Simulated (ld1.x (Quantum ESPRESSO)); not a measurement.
## What one change does to a pseudopotential (sulfur (S), ultrasoft)

* Element: sulfur
* Generator: ld1.x (Quantum ESPRESSO) 7.5
* Type: ultrasoft
* Functional: PBE
* Relativity: scalar-relativistic
* Frozen core: [Ne]
* Valence charge: 6
* Reference configuration: 3s2 3p4
* Partial waves: 3s (bound): rcut 1.15, rcutus 1.35 bohr; 3s channel at 2.45 Ry: rcut 1.15, rcutus 1.35 bohr; 3p (bound): rcut 1.15, rcutus 1.35 bohr; 3p channel at 3.75 Ry: rcut 1.15, rcutus 1.35 bohr
* Local potential: all-electron potential smoothed inside 1.05 bohr (lloc = -2)
* Core correction: none
* Augmentation charge: built from norm-conserving waves at rcut, not smoothed further

Change: waves 3p (bound): rcut 1.15, rcutus 1.66 bohr; 3p channel at 3.75 Ry: rcut 1.15, rcutus 1.66 bohr.

Cutoffs: the cutoffs (Ry, on a coarse ladder) from which the occupation-weighted sum of valence levels, in a spherical-Bessel basis at the reference potential, stays within 10 and 1 mRy of its value at 400 Ry; they do not see the model core or the augmentation charge, which bear on the density cutoff. Errors are all-electron minus pseudo energies relative to the spin-unpolarised reference configuration.

Task: Predict the effect on cutoff, ghosts and configuration errors.

Result: The potential gets neither clearly harder nor softer (18 Ry and 40 Ry → 21 Ry and 35 Ry); the s channel sets the loose cutoff, while the largest relative change is in p, which becomes harder; the errors of the 7 common tests hardly move; neither file shows a bound ghost.

```csv
quantity,base,changed
"cutoff, loose",18 Ry,21 Ry
"cutoff, tight",40 Ry,35 Ry
loose cutoff by channel (10 mRy a level),"s 18 Ry, p 10 Ry","s 18 Ry, p 15 Ry"
bound ghosts,none,none
"error for 3s2 3p3, meV [ΔE 11.77 eV]",-0.3,-0.3
"error for 3s2 3p2, meV [ΔE 34.05 eV]",+4.0,+4.0
"error for 3s2 3p1, meV [ΔE 68.09 eV]",+27,+27
"error for 3s2 3p0, meV [ΔE 114.89 eV]",+102,+102
"error for 3s0 3p6, meV [ΔE 20.74 eV]",+7.0,+7.1
"error for 3s2 3p4.3, meV [ΔE -1.71 eV]",+0.2,+0.2
"error for 3s2 3p3.5, meV [ΔE 4.66 eV]",-0.2,-0.2
lowest overlap eigenvalue by channel,"s 0.32, p 0.52","s 0.32, p 0.70"
```
